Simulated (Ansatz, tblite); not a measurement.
Cost and result up the ladder for cyclo-(H2SnS)2 (Sn2H4S2) (8 atoms). The state is a singlet with charge 0. Geometry: PBE-D4/def2-SVP.

Cartesian coordinates in Å:
```
Sn -0.2198 0.9980 -1.2889
H -1.7659 1.5683 -1.8194
H 1.0711 1.6000 -2.2728
S 0.1573 1.4577 1.1019
Sn 0.2195 -0.9980 1.2890
H 1.7679 -1.5656 1.8156
H -1.0680 -1.6026 2.2758
S -0.1622 -1.4578 -1.1011
```

Ansatz on 4 threads of Arm Neoverse V1 on a shared host; xTB runs through tblite on one thread. Times are rough, summed over both states, and most runs start from the orbitals of an earlier one. PBE0-D4/def2-TZVP serves as the yardstick here, not as an exact answer. The other state is a triplet.

In the def2 sets Sn takes a core potential; there is no spin–orbit coupling. The xTB rows come from tblite.

xTB has no spin-polarisation term.

| level | functions | wall time | vertical triplet (eV) | difference from PBE0-D4/def2-TZVP (eV) |
| --- | --- | --- | --- | --- |
| GFN1-xTB | 44 | 0.013 s | 3.84 | -0.31 |
| GFN2-xTB | 40 | 0.013 s | 2.51 | -1.64 |
| PBE-D4/def2-TZVP | 198 | 11 s | 3.59 | -0.56 |
| r2SCAN-D4/def2-TZVP (with forces) | 198 | 28 s | 3.87 | -0.28 |
| PBE0-D4/def2-TZVP | 198 | 52 s | 4.15 | 0.00 |
